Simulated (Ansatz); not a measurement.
Total energies of the cluster Rb2Pb2Br6 (the lowest singlet isomer of a short search) from Ansatz at PBE-D4/def2-SVP, gas phase (1 Eh = 27.2114 eV = 2625.5 kJ/mol). The reference geometry is relaxed at PBE-D4/def2-SVP.

Cartesian coordinates in Å:
```
Rb -2.975 0.583 0.693
Rb 0.999 -2.128 3.111
Pb 0.283 2.531 -1.229
Pb 0.739 -1.438 -0.940
Br -1.494 0.619 -2.338
Br 2.447 0.563 -2.206
Br -1.877 3.702 0.259
Br 2.801 -2.766 0.494
Br -1.517 -2.426 1.022
Br 0.594 0.760 1.135
```

```
                 state   geometry   energy (Eh)
      charge 0 singlet  reference  -15875.33981
      charge 1 doublet  reference  -15875.05939
     charge -1 doublet  reference  -15875.37314
free Rb atom (doublet)          –     -24.08185
free Pb atom (triplet)          –    -192.85919
free Br atom (doublet)          –   -2573.40726
```

In the def2 sets Pb, Rb take a core potential; there is no spin–orbit coupling.

Work out the vertical ionisation energy to the doublet.

E(charge 1 doublet) − E(charge 0 singlet) = -15875.05939 − (-15875.33981) = 0.28042 Eh = 7.63 eV. For comparison, −ε of the highest occupied level is 5.71 eV at this level, 1.92 eV less.

Work out the vertical electron affinity, to the doublet.

E(charge 0 singlet) − E(charge -1 doublet) = -15875.33981 − (-15875.37314) = 0.03333 Eh = 0.91 eV. The basis lacks diffuse functions, which makes affinities too small.

Give the fundamental gap IE − EA, the Mulliken electronegativity (IE + EA)/2 and the hardness (IE − EA)/2.

From the values in Eh: IE − EA = 0.28042 − 0.03333 = 0.24709 Eh = 6.72 eV; (IE + EA)/2 = 4.27 eV; (IE − EA)/2 = 3.36 eV. The HOMO–LUMO gap of the same run is 3.29 eV, 3.43 eV smaller than the fundamental gap.

What is the binding energy per atom against free atoms?

Atoms: 2 × (-24.08185) + 2 × (-192.85919) + 6 × (-2573.40726) = -15874.32564 Eh. Binding: -15874.32564 − (-15875.33981) = 1.01417 Eh = 27.60 eV, or 2.76 eV for each of 10 atoms (no zero-point energy, no counterpoise term).

At PBE-D4/def2-SVP the gap within one spin of the charge 1 doublet nearly closes, so an electron or hole may be smeared out by delocalisation error. At PBE-D4/def2-SVP the gap within one spin of the charge -1 doublet nearly closes, so an electron or hole may be smeared out by delocalisation error. At PBE-D4/def2-SVP the highest occupied level of the charge -1 doublet lies above zero (up to 0.40 eV). By energy differences its removal costs 0.91 eV (vertical, to the charge 0 singlet, at PBE-D4/def2-SVP); self-interaction error and the lack of diffuse functions both raise the level.  

The structure comes from a short search, and lower isomers may exist.
